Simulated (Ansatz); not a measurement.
Reaction (redistribution): `[NH2][Al]([NH2])[Cl]` + `OC(S)=[Se]` → `[NH2][Al]([SH])[Cl]` + `NC(O)=[Se]`

Isolated molecules relaxed with PBE0-D4/def2-TZVP in Ansatz; ΔE leaves out vibrations. CBS: MP2 limit from def2 TZ/QZ plus the TZ coupled-cluster correction, frozen cores. DFT in def2-TZVPP. HSE06 is defined as in plane-wave codes. For Se outer-core shells are correlated without core-valence functions, which leaves a few kJ/mol of doubt a bond. Scalar relativity is left out up to krypton. One conformer a species, not always the lowest.

```json
{"level": "PBE0-D4", "ΔE (kJ/mol)": "-78.8", "difference from CCSD(T)/CBS": "-14.0"}
{"level": "BHLYP-D4", "ΔE (kJ/mol)": "-78.8", "difference from CCSD(T)/CBS": "-14.0"}
{"level": "ωB97X-V", "ΔE (kJ/mol)": "-77.9", "difference from CCSD(T)/CBS": "-13.1"}
{"level": "PBE-QIDH", "ΔE (kJ/mol)": "-77.0", "difference from CCSD(T)/CBS": "-12.2"}
{"level": "PBE", "ΔE (kJ/mol)": "-70.4", "difference from CCSD(T)/CBS": "-5.6"}
{"level": "r2SCAN0", "ΔE (kJ/mol)": "-79.2", "difference from CCSD(T)/CBS": "-14.4"}
{"level": "HSE06", "ΔE (kJ/mol)": "-79.2", "difference from CCSD(T)/CBS": "-14.4"}
{"level": "CCSD(T)/def2-SVP", "ΔE (kJ/mol)": "-82.5", "difference from CCSD(T)/CBS": "-17.7"}
{"level": "HF/def2-TZVPP", "ΔE (kJ/mol)": "-95.8", "difference from CCSD(T)/CBS": "-31.0"}
{"level": "CCSD(T)/def2-TZVPP", "ΔE (kJ/mol)": "-67.0", "difference from CCSD(T)/CBS": "-2.2"}
{"level": "CCSD(T)/CBS", "ΔE (kJ/mol)": "-64.8", "difference from CCSD(T)/CBS": "0"}
```

(1) What do rigid-rotor, harmonic-oscillator terms from PBE0-D4/def2-TZVP frequencies (298.15 K, 1 bar) make of the CCSD(T)/CBS value? (Best estimate.)

Largest T1 diagnostic among the species: 0.017.

Results:

(1) The calculation gave: ΔZPE = +4.8 kJ/mol, ΔH = -60.4 kJ/mol, ΔS = 6 J/(mol·K), ΔG = -62.0 kJ/mol.

From PBE to PBE0 (25 % exact exchange), in def2-TZVPP and without D4, ΔE moves by −9.0 kJ/mol. Leaving LDA and LC-ωPBE aside and taking each functional with its dispersion term where it has one, the values, not all of them listed here, spread over 19.6 kJ/mol, from r2SCAN0-D4 to BLYP-D4. LDA lies −5.3 kJ/mol from PBE without D4. At CCSD(T), def2-SVP lies −17.7 kJ/mol from the extrapolated value and def2-TZVPP −2.2 kJ/mol.
